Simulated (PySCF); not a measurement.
Cl (chlorine, neutral): UHF calculation

Configuration: [Ne] 3s1 3p6, 2S determinant (an excited configuration). All numbers are calculated (PySCF 2.14, the non-relativistic Hamiltonian (point nucleus), in aug-cc-pwCVTZ (8s7p5d3f, 75 functions)).

```
Total energy                                     : -458.919769 hartree
One-electron energy                              : -633.4402 hartree
Hartree (Coulomb) energy                         : 201.8422 hartree
Exchange energy                                  : -27.3218 hartree
Kinetic energy                                   : 458.91227 hartree
⟨S²⟩                                             : 0.7798
⟨L²⟩                                             : 0.000
Sum of ⟨r⟩                                       : 16.11 bohr
Sum of ⟨r²⟩                                      : 29.01 bohr²
Density at the nucleus (Gaussians lack the cusp) : 3160 bohr⁻³
Spin density at the nucleus                      : 12.2 bohr⁻³
Langevin diamagnetic susceptibility              : -23.0 ×10⁻⁶ cm³/mol
```

```tsv
shell	electrons	mean orbital energy (hartree)	rms radius, mean of both spins (bohr)
1s α	1	-104.97645	0.106
1s β	1	-104.94653	0.106
2s α	1	-10.69640	0.481
2s β	1	-10.64616	0.481
2p α	3	-8.16536	0.451
2p β	3	-8.13730	0.451
3s α	1	-1.19490	1.64
3p α	3	-0.57612	2.03
3p β	3	-0.43420	2.03
```
